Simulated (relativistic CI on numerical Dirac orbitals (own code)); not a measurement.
## One change at a time: Kr²⁵⁺

Base calculation: Dirac-Coulomb-Breit CI, separate exchange-only KLI orbitals for each configuration, a model potential for QED, unscaled Slater integrals.

CI space (outside the closed core [Ne]): 3s, 3p, 3d, 4s, 4p, 4d, 4f, 5s, 5p, 5d, 5f, 5g, 6s, 6p, 6d, 7s, 7p. Levels of other configurations are missing.

The lowest level and the first level of each name with at least 55 % of one term (blank where a level has no safe partner in the second run):

| Level | Base (eV) | Shift (eV) |
| --- | --- | --- |
| 3s ²S1/2 | 0.000 | 0.000 |
| 3p ²P°1/2 | 56.463 | +0.026 |
| 3p ²P°3/2 | 69.371 | +0.025 |
| 3d ²D3/2 | 144.532 | +0.014 |
| 3d ²D5/2 | 146.953 | +0.012 |
| 4s ²S1/2 | 556.714 | +0.023 |
| 4p ²P°1/2 | 579.710 | +0.024 |
| 4p ²P°3/2 | 584.864 | +0.028 |
| 4d ²D3/2 | 612.923 | +0.023 |
| 4d ²D5/2 | 613.997 | +0.024 |
| 4f ²F°5/2 | 627.746 | +0.037 |
| 4f ²F°7/2 | 628.174 | +0.038 |
| 5s ²S1/2 | 800.168 | +0.046 |
| 5p ²P°1/2 | 811.658 | +0.049 |
| 5p ²P°3/2 | 814.227 | +0.048 |
| 5d ²D3/2 | 827.868 | +0.052 |
| 5d ²D5/2 | 828.429 | +0.050 |
| 5f ²F°5/2 | 835.272 | +0.043 |
| 5f ²F°7/2 | 835.491 | +0.044 |
| 5g ²G7/2 | 836.258 | +0.066 |
| 5g ²G9/2 | 836.391 | +0.067 |
| 6s ²S1/2 | 928.220 | +0.057 |

At this charge energies of transitions that change n are usually good to better than 1 %, and those within a shell (Δn = 0) to a few per cent.

One thing was changed in a second run, which moved the levels as shown. Which?
A. configuration mixing switched off
B. Breit term removed
C. QED terms removed
D. one mean potential for all configurations

D. One mean potential for all configurations. One potential for all configurations removes the relaxation of the orbitals, which moves whole configurations and changes the integrals a little.
